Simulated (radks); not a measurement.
Task: These are the eigenvalues of the occupied orbitals of an atom or ion with whole-number occupations (hartree). All-electron calculation, Dirac Kohn-Sham, PBEsol, spin-unpolarised, spherical densities, finite nucleus; Fermi nuclear charge, rms radius of each element as measured or else 0.836 A^(1/3) + 0.57 fm. Program: a radial shooting solver on a logarithmic mesh with Libxc functionals.

| orbital | eigenvalue |
|---|---|
| 1s1/2 | -1163.045 |
| 2s1/2 | -180.1346 |
| 2p1/2 | -168.9421 |
| 2p3/2 | -158.8617 |
| 3s1/2 | -37.56154 |
| 3p1/2 | -32.95642 |
| 3p3/2 | -31.07744 |
| 3d3/2 | -22.94358 |
| 3d5/2 | -22.55046 |
| 4s1/2 | -8.15347 |
| 4p1/2 | -6.56723 |
| 4p3/2 | -6.20716 |
| 4d3/2 | -3.66366 |
| 4d5/2 | -3.60802 |
| 5s1/2 | -2.38886 |

Which element is it, and in what charge state? The configuration may be excited. Open shells, if any, fill j = l - 1/2 first.

Result: Z = 52, tellurium, charge +5: Te5+ in [Kr] 4d10 5s1. The list shows which subshells hold electrons but not how many an open one holds; the 1s level, -1163 hartree, gives Z - s = 48.2 by -(Z - s)^2/2, which with screening and relativity narrows Z to a few neighbours, and the depths of the outer levels then fix element, charge and occupations together.
